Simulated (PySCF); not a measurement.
Compound: C₆H₁₀NOPS.
Atom-mapped SMILES: `[CH3:1][S:2][c:3]1[cH:4][o:5][c:6]([N:7]([CH3:8])[CH3:9])[p:10]1`

Cartesian coordinates in Å at the GFN2-xTB level; atoms count from 1:
```
atom  x, y, z in Å
C1     3.9250   -0.9251   -0.1540
S2     3.4946    0.8099   -0.4675
C3     1.7533    0.7282   -0.2728
C4     0.9534    1.8148   -0.3911
O5    -0.3698    1.5803   -0.2196
C6    -0.6019    0.2870    0.0301
N7    -1.9007   -0.1066    0.1355
C8    -2.1468   -1.4341    0.6365
C9    -2.9345    0.8765    0.3570
P10    0.7966   -0.7403    0.0984
H11    5.0022   -1.0050   -0.2590
H12    3.4230   -1.5545   -0.8844
H13    3.6199   -1.1941    0.8541
H14    1.2248    2.8328   -0.5949
H15   -3.1838   -1.7004    0.4388
H16   -1.9544   -1.5100    1.7132
H17   -1.4914   -2.1361    0.1190
H18   -3.0737    1.0855    1.4240
H19   -3.8725    0.5020   -0.0537
H20   -2.6685    1.7999   -0.1515
```

NICS is the negative of the GIAO shielding at a point without a nucleus: at the ring centre (0) and 1 Å above and below it (1); zz is the component along the ring normal. Level: GIAO PBE0/pcSseg-1 (PySCF, non-relativistic, gas phase) on the GFN2-xTB geometry, one conformer.

Ring bond lengths (Å), with Mayer bond orders in brackets: C3–C4 1.354 (1.61), C4–O5 1.355 (0.99), O5–C6 1.338 (1.06), C6–P10 1.737 (1.37), P10–C3 1.792 (1.01).

Task: Give the NICS values of each ring in ppm.

Result: 
| ring | type | NICS(0) | NICS(1), two faces | NICS(1)zz, two faces | rms pucker (Å) | centre to ring atoms, mean (Å) |
| --- | --- | --- | --- | --- | --- | --- |
| C3–C4–O5–C6–P10 | 5-membered ring with O and P; formal bonds all aromatic | -9.8 | -8.1 / -8.5 | -17.1 / -17.7 | 0.01 | 1.28 |

Task: What do they say, and how far can they be read as aromaticity?

Result: 
- C3–C4–O5–C6–P10: mean NICS(1)zz -17.4 ppm, shielded.

Task: How equal are the bonds by HOMA? HOMA takes Krygowski's 1993 parameters.

Result: 
- C3–C4–O5–C6–P10: HOMA 0.28; the largest term is that of C4–O5, α(R − Ropt)² = 1.27.

Task: List the ring angles and the Hirshfeld charges of the ring atoms.

Result: 
- C3–C4–O5–C6–P10: C3 111.1° (-0.113 e), C4 115.3° (-0.031 e), O5 111.1° (-0.054 e), C6 116.1° (+0.068 e), P10 86.4° (-0.043 e); sum 540.0° against 540° for a flat convex ring.

Task: How shielded are the nuclei of the rings and their hydrogens (means over atoms taken as equivalent)?

Result: 
```tsv
atoms	environment	σ isotropic (ppm)
C3	substituted aromatic carbon	38.3
C4	aromatic CH next to a ring oxygen	53.0
O5	furan-type oxygen	34.6
C6	aromatic carbon bearing nitrogen	-15.8
P10	phosphorus bonded to 2 C	318.3
H14	aromatic hydrogen	24.58
```

The run took about 2.3 min of CPU time (one thread, shared machine). This is the whole shielding run at PBE0/pcSseg-1, SCF included.
